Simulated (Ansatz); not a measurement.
Pulling on the Ge1–F2 bond in BrFGe (SMILES [F][Ge][Br]) (multiplicity 1 held, fragments rigid). Energies count from the point at 1.762 Å.
Geometry at that point (charge 0, multiplicity 1):
```xyz
3

Ge     0.5401    -0.4560     0.8125
F      1.4905    -1.3280    -0.3878
Br    -0.8771     0.7584    -0.6431
```

Restricted levels (R-, RO-) in cc, def2 and unpolarised 6-31G sets keep to the state of the molecule at rest. U- levels take the lowest unrestricted solution at each point, which mixes spins at long bonds. Curves can end on different states.

Cores are frozen in the correlated methods. Filled d and f shells under p-block atoms count as core.

Codes used: Ansatz (Gaussian orbitals). Values without a source in brackets are computed.

Energies in kcal/mol.

```tsv
R (Å)	R-MP2/cc-pVDZ	U-MP2/cc-pVDZ	U-CCSD/cc-pVDZ	U-CCSD(T)/cc-pVDZ	R-CCSDT/cc-pVDZ
1.410	79.1	79.1	78.7	79.6	79.8
1.586	14.1	14.1	14.0	14.5	14.5
1.762	0.0	0.0	0.0	0.0	0.0
1.938	7.1	7.1	7.2	6.7	6.6
2.114	22.3	22.3	22.3	21.2	21.0
2.379	48.3	48.2	47.8	45.9	45.6
2.643	72.0	95.1	71.8	70.2	67.5
3.083	103.5	114.0	98.6	98.5	94.0
3.524	126.0	118.9	109.4	111.4	107.6
4.052	143.4	119.6	110.1	112.2	113.0
4.757	153.7	120.0	110.6	112.7	114.2
5.638	152.3	120.2	110.7	112.8	114.1
```

Doubts at one or more of the structures used: a restricted determinant that unrestricted orbitals would lower (R-MP2/cc-pVDZ, R-CCSDT/cc-pVDZ); a spin-contaminated determinant (U-MP2/cc-pVDZ, U-CCSD/cc-pVDZ, U-CCSD(T)/cc-pVDZ); T1 above 0.05 (U-CCSD/cc-pVDZ, U-CCSD(T)/cc-pVDZ, R-CCSDT/cc-pVDZ); other coupled-cluster roots lie near (R-CCSDT/cc-pVDZ).

Ansatz is a program for electronic structure.
